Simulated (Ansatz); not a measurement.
A structure relaxed at PBE-D4/def2-TZVP in Ansatz, charge 0, doublet:

Cartesian coordinates in Å:
```
V -1.306 -0.356 -0.107
Se 0.604 0.679 -1.017
Se 0.702 -0.323 1.124
```

(1) Give its formula and point group.

(2) Summarise the bond lengths by kind (pairs closer than 1.2 times the sum of covalent radii, bridged metal pairs left out).

Results:

(1) the cluster VSe₂. Point group C2v (tolerance 0.1 Å).

(2) 2 × Se–V 2.36 Å; 1 × Se–Se 2.37 Å. The metal has 2 neighbours: Se 2.36 Å, Se 2.36 Å.

The charge 0 doublet is spin-contaminated (final ⟨S²⟩ up to 1.74, 0.75 for a pure state). Another isomer (doublet) lies 0.85 eV lower at PBE0-D4/def2-TZVP; other spin states weren't run for this one.
